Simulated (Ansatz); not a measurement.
A nudged elastic band was laid between two geometries of BrH + Cl2FH2O2Ta (10 atoms, charge 0, multiplicity 1).

Computed with RKS PBE/def2-SVP (Ansatz 0.2.0).

- movable images: 7
- climbing image: yes
- spring: 5.0 eV/Å²
- optimiser: quadratic models (default)
- start path: through a guess of the saddle point
- force threshold: 0.03 eV/Å
- iteration limit: 60
- end points: relaxed

Initial state:

```xyz
10
Properties=species:S:1:pos:R:3
Ta -0.160 -0.396 0.071
Cl 2.124 0.347 0.376
Cl 0.167 -2.103 1.619
O 0.226 -0.634 -1.773
H -0.362 -0.903 -2.503
O -0.793 1.265 0.644
H -0.430 2.152 0.907
F -1.927 -1.018 -0.257
Br 1.210 3.679 1.366
H 1.905 2.439 1.003
```

Final state:

```xyz
10
Properties=species:S:1:pos:R:3
Ta -0.631 -0.173 0.484
Cl 2.835 1.506 -1.533
Cl -0.400 -1.701 2.213
O 0.518 -0.382 -0.964
H 1.276 0.110 -1.389
O -1.748 1.350 0.664
H -1.489 2.251 0.934
F -2.060 -1.125 -0.299
Br 1.205 1.369 1.598
H 2.454 1.623 -0.256
```

**Question.** Which bonds break or form, and what moves?

**Answer.** Bonds broken: Ta1–Cl2, Br9–H10. Bonds formed: Ta1–Br9, Cl2–H10. BrH + Cl2FH2O2Ta becomes BrClFH2O2Ta + ClH.

**Question.** What energy profile does the band end with?

**Answer.** It converged. The highest image is number 4 of 0 to 8, 0.32 eV above the first end and 0.32 eV above the last; the last end lies 0.00 eV above the first. A vibrational analysis at the climbing image gives one clearly imaginary mode, 151i cm⁻¹: a first-order saddle point. The orbitals stay closed-shell, which can raise the energy where a bond breaks towards radicals; this wasn't checked here.

```tsv
image	path coordinate (Å)	energy (eV)	Ta1–Cl2 (Å)	Br9–H10 (Å)	Ta1–Br9 (Å)
0	0.00	0.00	2.42	1.47	4.49
1	1.65	0.08	2.43	1.46	4.37
2	3.31	0.18	2.37	1.45	4.38
3	4.96	0.22	2.38	1.45	4.09
4	6.61	0.32	2.60	1.67	2.86
5	8.16	0.22	3.47	2.42	2.58
6	9.70	0.15	4.01	2.31	2.61
7	11.25	0.04	4.30	2.27	2.63
8	12.80	0.00	4.35	2.25	2.64
```

**Question.** What is the geometry of the highest image?

**Answer.** 
```xyz
10
Properties=species:S:1:pos:R:3
Ta -0.180 0.110 0.229
Cl 2.271 -0.771 0.289
Cl 0.004 0.098 2.587
O 0.095 0.339 -1.620
H 0.643 0.608 -2.376
O -1.702 1.223 0.324
H -2.157 1.603 1.098
F -0.917 -1.611 0.131
Br 1.581 2.360 0.401
H 2.322 0.868 0.391
```

**Question.** What are the harmonic wavenumbers there?

**Answer.** 151i, 37, 92, 113, 119, 148, 160, 186, 208, 235, 276, 324, 353, 372, 442, 476, 634, 648, 696, 730, 786, 1052, 3752, 3799 cm⁻¹.

Time of the run: 18 min on 4 threads of Intel(R) Xeon(R) Platinum 8259CL CPU @ 2.50GHz (Skylake/Cascade Lake), on a shared host, peak memory 0.32 GiB.
